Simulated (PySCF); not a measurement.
Hg, singlet (core potentials on Hg); PBE0/def2-SVP (PySCF).

The PySCF input:
```python
from pyscf import gto, scf, dft

mol = gto.Mole()
mol.atom = '''
    Hg    0.00000000    0.00000000    0.00000000
'''
mol.basis = 'def2-svp'
mol.ecp = {'Hg': 'def2-svp'}
mol.verbose = 4
mol.build()

mf = dft.RKS(mol)
mf.xc = 'pbe0'
mf.kernel()
mf.analyze()
```

Problem. Write the output that PySCF gives for this input, abridged.

Solution. 
```
PySCF version 2.14.0

[INPUT] verbose = 4
[INPUT] num. atoms = 1
[INPUT] num. electrons = 20
[INPUT] charge = 0
[INPUT] spin (= nelec alpha-beta = 2S) = 0
[INPUT] symmetry False subgroup None
[INPUT] Mole.unit = angstrom
[INPUT] Symbol           X                Y                Z      unit          X                Y                Z       unit  Magmom
[INPUT]  1 Hg     0.000000000000   0.000000000000   0.000000000000 AA    0.000000000000   0.000000000000   0.000000000000 Bohr   0.0

nuclear repulsion = 0
number of shells = 12
number of NR pGTOs = 57
number of NR cGTOs = 32
basis = def2-svp
ecp = {'Hg': 'def2-svp'}

******** <class 'pyscf.dft.rks.RKS'> ********
method = RKS
initial guess = minao
damping factor = 0
level_shift factor = 0
DIIS = <class 'pyscf.scf.diis.CDIIS'>
diis_start_cycle = 1
diis_space = 8
diis_damp = 0
SCF conv_tol = 1e-09
SCF conv_tol_grad = None
SCF max_cycles = 50
direct_scf = True
direct_scf_tol = 1e-13
XC library pyscf.dft.libxc version 7.1.2
    S. Lehtola, C. Steigemann, M. J. T. Oliveira, and M. A. L. Marques,  SoftwareX 7, 1–5 (2018)
XC functionals = pbe0
    C. Adamo and V. Barone,  J. Chem. Phys. 110, 6158 (1999)
    M. Ernzerhof and G. E. Scuseria,  J. Chem. Phys. 110, 5029 (1999)
radial grids:
    Treutler-Ahlrichs [JCP 102, 346 (1995); DOI:10.1063/1.469408] (M4) radial grids

becke partition: Becke, JCP 88, 2547 (1988); DOI:10.1063/1.454033
pruning grids: <function nwchem_prune>
grids dens level: 3
symmetrized grids: False
atomic radii adjust function: <function treutler_atomic_radii_adjust>
small_rho_cutoff = 0
Set gradient conv threshold to 3.16228e-05
Initial guess from minao.
tot grids = 23744
init E= -141.768136038343
  HOMO = -0.944950921730284  LUMO = -0.46746473387226  gap/eV = 12.99306
cycle= 1 E= -152.93359570019  delta_E= -11.2  |g|=  1.5  |ddm|= 15.5
  HOMO = -0.0457629765273675  LUMO = 0.0694655618560182  gap/eV = 3.13553
cycle= 2 E= -152.683999990189  delta_E= 0.25  |g|= 2.13  |ddm|= 5.91
  HOMO = -0.269310156551735  LUMO = 0.00608899550830788  gap/eV = 7.49399
cycle= 3 E= -153.50978102617  delta_E= -0.826  |g|= 0.0411  |ddm|= 2.29
  HOMO = -0.273894160575515  LUMO = 0.00149444965966956  gap/eV = 7.49371
cycle= 4 E= -153.510139404138  delta_E= -0.000358  |g|= 0.00648  |ddm|= 0.114
  HOMO = -0.276259772639512  LUMO = -0.000267358520215325  gap/eV = 7.51014
cycle= 5 E= -153.510150098068  delta_E= -1.07e-05  |g|= 0.000366  |ddm|= 0.00678
  HOMO = -0.276358059686793  LUMO = -0.000378437512059043  gap/eV = 7.50979
cycle= 6 E= -153.510150121523  delta_E= -2.35e-08  |g|= 5.47e-06  |ddm|= 0.00123
  HOMO = -0.276356576505798  LUMO = -0.000377222601031296  gap/eV = 7.50978
cycle= 7 E= -153.510150121528  delta_E= -5.26e-12  |g|= 1.15e-07  |ddm|= 1.16e-05
  HOMO = -0.276356629879505  LUMO = -0.000377262183446037  gap/eV = 7.50978
Extra cycle  E= -153.510150121528  delta_E=    0  |g|= 1.11e-07  |ddm|= 2.73e-07
converged SCF energy = -153.510150121528
**** SCF Summaries ****
Total Energy =                        -153.510150121528170
Nuclear Repulsion Energy =               0.000000000000000
One-electron Energy =                 -270.147290404030969
Two-electron Energy =                  116.637140282502784
Two-electron Coulomb Energy =          130.553825228914405
DFT Exchange-Correlation Energy =      -13.916684946411626
HOMO-LUMO gap [eV] =                     7.509781107932974
**** MO energy ****
MO #1   energy= -4.4747038455385   occ= 2
MO #2   energy= -2.60077199188864  occ= 2
MO #3   energy= -2.60077199188864  occ= 2
MO #4   energy= -2.60077199188864  occ= 2
MO #5   energy= -0.430093818269522 occ= 2
MO #6   energy= -0.43009381826952  occ= 2
MO #7   energy= -0.430093818269517 occ= 2
MO #8   energy= -0.430093818269516 occ= 2
MO #9   energy= -0.430093818269511 occ= 2
MO #10  energy= -0.276356629879505 occ= 2
MO #11  energy= -0.000377262183446037 occ= 0
MO #12  energy= -0.000377262183436539 occ= 0
MO #13  energy= -0.00037726218343258 occ= 0
MO #14  energy= 0.162806436941165  occ= 0
MO #15  energy= 0.499959978925599  occ= 0
MO #16  energy= 0.499959978925599  occ= 0
MO #17  energy= 0.499959978925601  occ= 0
MO #18  energy= 0.499959978925604  occ= 0
Dipole moment(X, Y, Z, Debye): -0.00000,  0.00000,  0.00000
```
